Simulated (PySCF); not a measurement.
B3H3O3, SMILES O1BOBOB1.

Geometry optimised at ωB97X-D3(BJ)/def2-SVP.

All values below come from TDA-PBE/def2-SVPD in PySCF.

Vertical excitations; the highest root listed may be one member of a degenerate set.  State labels are in the subgroup C2v.

| state | symmetry | energy (eV) | λ (nm) | f | main pairs |
|---|---|---|---|---|---|
| S1 | A2 | 6.28 | 198 | 0.000 | HOMO→LUMO 50 %, HOMO−1→LUMO+1 50 % |
| S2 | B2 | 6.39 | 194 | 0.000 | HOMO→LUMO+1, HOMO−1→LUMO (degenerate set) |
| S3 | A2 | 6.39 | 194 | 0.000 | HOMO−1→LUMO+1, HOMO→LUMO (degenerate set) |
| S4 | B2 | 6.46 | 192 | 0.033 | HOMO−1→LUMO 49 %, HOMO→LUMO+1 49 % |
| S5 | B1 | 7.77 | 159 | 0.000 | HOMO−2→LUMO 50 %, HOMO−3→LUMO+1 50 % |
| S6 | A1 | 7.94 | 156 | 0.001 | HOMO→LUMO+2 (degenerate set) |
| S7 | B1 | 7.94 | 156 | 0.001 | HOMO−1→LUMO+2 (degenerate set) |
| S8 | A2 | 7.97 | 156 | 0.000 | HOMO−4→LUMO, HOMO−1→LUMO+3, HOMO−5→LUMO, HOMO−6→LUMO+1 (degenerate set) |
| S9 | B2 | 7.97 | 156 | 0.000 | HOMO−4→LUMO+1, HOMO→LUMO+3, HOMO−5→LUMO+1, HOMO−6→LUMO (degenerate set) |
| S10 | A2 | 8.05 | 154 | 0.000 | HOMO−5→LUMO 50 %, HOMO−6→LUMO+1 50 % |
| T1 | B2 | 6.01 | 206 | 0 | HOMO→LUMO+1 49 %, HOMO−1→LUMO 49 % |
| T2 | B2 | 6.10 | 203 | 0 | HOMO−1→LUMO, HOMO→LUMO+1 (degenerate set) |
| T3 | A2 | 6.10 | 203 | 0 | HOMO→LUMO, HOMO−1→LUMO+1 (degenerate set) |
| T4 | A2 | 6.21 | 200 | 0 | HOMO−1→LUMO+1 50 %, HOMO→LUMO 50 % |
Triplets are in the Tamm–Dancoff approximation.
